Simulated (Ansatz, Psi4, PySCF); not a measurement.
H₂Zn (SMILES [ZnH2]), singlet, at a GFN2-xTB geometry (such geometries of metal compounds can be far from the true shape). Base run: WB97X/6-31G** (PySCF).

Here is a job for PySCF.
```python
from pyscf import gto, scf, dft

mol = gto.Mole()
mol.atom = '''
    Zn    0.00000000    0.00000000    0.00000000
    H    -0.00000000   -0.00000000   -1.49925704
    H     0.00000000    0.00000000    1.49925704
'''
mol.basis = '6-31g**'
mol.verbose = 4
mol.build()

mf = dft.RKS(mol)
mf.xc = 'wb97x'
mf.kernel()
```

The same geometry, method and basis name were run in Ansatz (an electronic-structure program) and Psi4 and PySCF, at each program's defaults and at the settings that a row names. The base is PySCF at its defaults. Differences at the defaults can come from grids, fitting, cores and function types together.

```tsv
code and settings	ΔE vs base (mEh)	basis functions	E (Eh)	SCF cycles
PySCF, defaults (exact integrals, its default grid, spherical functions)	0.000	44	-1780.25783	8
Psi4, defaults (density fitting with its default set, its default grid, Cartesian functions)	-8.166	49	-1780.26600	9
Ansatz, defaults (factorised integrals, its default grid, Cartesian functions)	-4.072	46	-1780.26190	-
PySCF, density fitting with def2-universal-jkfit	-0.037	44	-1780.25787	8
PySCF, fine grid	0.008	44	-1780.25782	8
Psi4, exact integrals, spherical functions, fine grid	0.046	44	-1780.25778	11
Ansatz, high accuracy, Cartesian functions as the basis file defines them	-4.072	46	-1780.26190	-
```
